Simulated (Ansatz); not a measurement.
A run for Ansatz (an electronic-structure program): R-wB97M-V/def2-TZVPP on CH4BF (SMILES CBF), atoms moved off the minimum.

Ansatz 0.2 input:
```yaml
crystal:
  periodic: [false, false, false]
  atoms:
    - {symbol: B, position_ang: [-0.21633745, -0.44902643, 0.09181213]}
    - {symbol: H, position_ang: [-0.90319001, -1.45285405, 0.51896111]}
    - {symbol: F, position_ang: [1.02776036, -0.38358185, 0.77378999]}
    - {symbol: C, position_ang: [-0.67978661, 0.68292832, -0.75277479]}
    - {symbol: H, position_ang: [-1.58505226, 1.10493524, -0.55058712]}
    - {symbol: H, position_ang: [-1.08503016, 0.26190382, -1.76393621]}
    - {symbol: H, position_ang: [0.05279327, 1.50379893, -0.79217238]}
basis:
  gaussian:
    orbitals: def2-TZVPP
hamiltonian:
  xc: {name: wB97M-V}
scf: {lower_state_search: off}
output: {forces: true}
```

Question: Predict the final total energy.

Answer: -165.2365 hartree.

Question: How many basis functions does it have, and what does it roughly cost on one machine?

Answer: 149 functions; roughly 9 core-seconds.
